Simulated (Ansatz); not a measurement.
Isolated molecules relaxed with PBE0-D4/def2-TZVP in Ansatz; ΔE leaves out vibrations. CCSD(T)/CBS is the MP2 limit (def2-TZVPP, def2-QZVPP) plus CCSD(T) − MP2 in def2-TZVPP, frozen cores. This one scheme is used for every species. Functionals use def2-TZVPP. B3LYP here is the variant with VWN-RPA as its local correlation; programs differ in this. For Ge outer-core shells are correlated without core-valence functions, which leaves a few kJ/mol of doubt a bond. Scalar relativity is left out up to krypton. One conformer a species, not always the lowest.

Reaction (hydrogenolysis of a C–C bond): `F[CH]([GeH3])CCl` + H₂ → `CCl` + `F[CH2][GeH3]`

```tsv
level	ΔE (kJ/mol)	difference from CCSD(T)/CBS
PBE-D4	-40.8	1.6
r2SCAN-D4	-41.2	1.2
PBE0-D4	-45.7	-3.3
B3LYP-D4	-46.8	-4.4
ωB97X-V	-45.8	-3.4
ωB97M-V	-44.6	-2.2
B2PLYP	-52.2	-9.8
PBE	-48.7	-6.3
r2SCAN	-43.4	-1.0
PBE0	-52.6	-10.2
B3LYP	-59.4	-17.0
HF/def2-TZVPP	-73.1	-30.7
MP2/def2-TZVPP	-39.0	3.4
SCS-MP2/def2-TZVPP	-45.8	-3.4
CCSD/def2-TZVPP	-50.2	-7.8
CCSD(T)/def2-TZVPP	-44.2	-1.8
HF/def2-QZVPP	-73.8	-31.4
MP2/def2-QZVPP	-38.2	4.2
SCS-MP2/def2-QZVPP	-45.4	-3.0
HF/CBS(def2)	-73.9	-31.5
MP2/CBS(def2)	-37.2	5.2
CCSD/CBS(def2)	-48.4	-6.0
CCSD(T)/CBS	-42.4	0
```

Largest T1 diagnostic among the species: 0.011.

From PBE to PBE0 (25 % exact exchange), in def2-TZVPP and without D4, ΔE moves by −3.9 kJ/mol. In def2-TZVPP, CCSD(T) changes the Hartree–Fock value by +28.8 kJ/mol (the triples alone add +6.0 kJ/mol) and MP2 by +34.1 kJ/mol.
